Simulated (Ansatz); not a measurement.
`O[SiH2][SiH](O)S`, relaxed with RKS PBE0-D4/def2-TZVP in the Gaussian-basis code of Ansatz from a PBE-D4/def2-SVP geometry. The force threshold is 0.005 eV/Å; the program also tests the step.

The species carries charge 0 and has multiplicity 1.

Start:

```xyz
11

O    -0.490    0.120    1.957
Si    0.920   -0.318    1.111
Si    0.221   -0.107   -1.117
O    -0.118    1.551   -1.191
S    -1.560   -1.333   -1.247
H    -0.789    1.018    1.722
H     1.211   -1.737    1.497
H     2.100    0.551    1.476
H     1.071   -0.568   -2.272
H    -0.640    1.830   -1.966
H    -1.926   -1.008    0.031
```

Task: By how much does the energy fall, and how many steps does the optimiser take? (Estimate.)

Result: Ansatz gave: 9.81 kJ/mol, in 25 steps.

Task: Which bonds change most? (Best estimate.)

Result: The calculation gave: O1–Si2 from 1.702 to 1.655 Å; Si3–O4 from 1.694 to 1.656 Å; Si3–S5 from 2.166 to 2.140 Å; S5–H11 from 1.368 to 1.345 Å.

Task: Give the relaxed structure. (Estimate.)

Result: Computed: 
```xyz
11

O    -0.267    0.369    2.120
Si    0.898   -0.310    1.160
Si    0.167   -0.105   -1.058
O    -0.297    1.483   -1.114
S    -1.440   -1.445   -1.505
H    -0.563    1.243    1.859
H     1.014   -1.727    1.579
H     2.222    0.355    1.339
H     1.150   -0.433   -2.127
H    -0.776    1.777   -1.892
H    -2.106   -1.206   -0.361
```
